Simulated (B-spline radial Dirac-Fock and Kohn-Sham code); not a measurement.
## Satellites and hypersatellites of the K lines of Te⁶⁺

System: tellurium as Te⁶⁺, 1s2 2s2 2p6 3s2 3p6 3d10 4s2 4p6 4d10.

Input of the calculation (task.json; shells as n, l, electrons):

```json
{"items": [{
  "Z": 52,
  "q": 6,
  "cfg": [[1, 0, 2], [2, 0, 2], [2, 1, 6], [3, 0, 2], [3, 1, 6], [3, 2, 10], [4, 0, 2], [4, 1, 6], [4, 2, 10]],
  "A": 130,
  "rrms": 4.7423,
  "do": ["binding", "quiet", "double"]
}]}
```

Launch: `python xray_run.py task.json out`

Calculated with a radial atomic solver, using Dirac-Fock energy differences between relaxed states, corrected for Breit and QED terms. Each two-hole energy is an average over J within one jj subconfiguration, not an observable level; in light atoms, where LS coupling holds, the j-resolved values are not observed lines, and for a K spectator the Kα1 hypersatellite is nearly forbidden. Correlation and solid-state effects are left out.

Lines without a spectator: Kα2 (K-L2) 27200.3 eV, Kα1 (K-L3) 27471.2 eV, Kβ3 (K-M2) 30941.3 eV, Kβ1 (K-M3) 30993.0 eV. Shifts in eV with one spectator hole (a dash: not computed, or left out as unreliable):

```tsv
spectator hole	Kα2	Kα1	Kβ3	Kβ1
L2 (2p1/2)	+67.8	+86.0	–	+180.4
L3 (2p3/2)	+64.9	+65.6	+157.7	–
M2 (3p1/2)	–	+10.39	+23.05	+27.85
M3 (3p3/2)	+7.49	–	+23.32	+22.81
M4 (3d3/2)	+1.59	-1.19	–	–
M5 (3d5/2)	-1.76	+0.35	–	–
```

Q: Where does the K-L3 hypersatellite lie, emitted when both K electrons are missing?

A: +626.7 eV from the normal line, at 28098.0 eV. Removing both K electrons costs 64653.3 eV, which is 851.0 eV more than twice the K binding energy.

With n spectator holes in 2p, averaged over the 2p shell (energies in eV):

```tsv
n	KαLⁿ	step	hypersatellite KαʰLⁿ
0	27380.9	–	28000.6
1	27451.9	+71.0	28073.1
2	27524.2	+72.3	28147.0
3	27597.9	+73.6	28222.1
4	27672.8	+75.0	28298.6
5	27749.1	+76.3	28376.4
```
